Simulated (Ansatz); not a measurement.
Several settings on one geometry of AsS3 (that of the charge 0 doublet, B3LYP-D4/def2-SVP). Ansatz on 4 threads of Arm Neoverse V1 on a shared host; times are rough.

```xyz
4

As   -0.996   -0.131   -0.442
S     0.669    1.511    0.631
S    -1.147   -1.820    0.680
S     1.475    0.441   -0.869
```

Totals from different functionals, basis sets or treatments of relativity can't be compared as stabilities.

DK, ANO-RCC and x2c sets are all-electron and run with scalar relativity unless a key says otherwise.

The spins typed aren't always the lowest for that charge.

(1) Give the basis size and estimate the energy, ⟨S²⟩, dipole and time of these runs.

```json
{"run": "1", "method": "ROKS PBE0/def2-mTZVP", "charge": "0", "state": "doublet", "further keys": "fitting: {mean_field: cc-pVTZ-jkfit}; scf: {omitted_lower_state_checks: [starts]}; forces asked"}
{"run": "2", "method": "UKS ωB97X-V/STO-3G", "charge": "0", "state": "quartet", "further keys": "point_charges: [{charge: -1.00, position_ang: [4.082, 0.512, 0.432]}]; scf: {omitted_lower_state_checks: [starts]}"}
{"run": "3", "method": "UKS BHLYP/def2-TZVPP", "charge": "-1", "state": "singlet", "further keys": "point_charges: [{charge: -1.00, position_ang: [4.567, -0.477, -0.670]}]; scf: {lower_state_search: light}"}
{"run": "4", "method": "UKS PBE/ANO-RCC-VTZP", "charge": "0", "state": "doublet", "further keys": "point_charges: [{charge: 2.00, position_ang: [4.176, 0.922, -0.804]}]; scf: {lower_state_search: off}; forces asked"}
```

## Answers

(1) 
| run | functions | energy (Eh) | ⟨S²⟩ | dipole (D) | wall time |
| --- | --- | --- | --- | --- | --- |
| 1 | 102 | -3429.7933 | – | 1.89 | 1.8 s |
| 2 | 45 | -3391.5286 | 3.78 | – | 4.4 s |
| 3 | 174 | -3430.4562 | 0.00 | – | 15 s |
| 4 | 145 | -3458.1142 | 0.76 | 17.49 | 4.8 s |

The highest occupied level of an anion often lies above zero with these methods, and sets without diffuse functions describe the outer electron poorly.
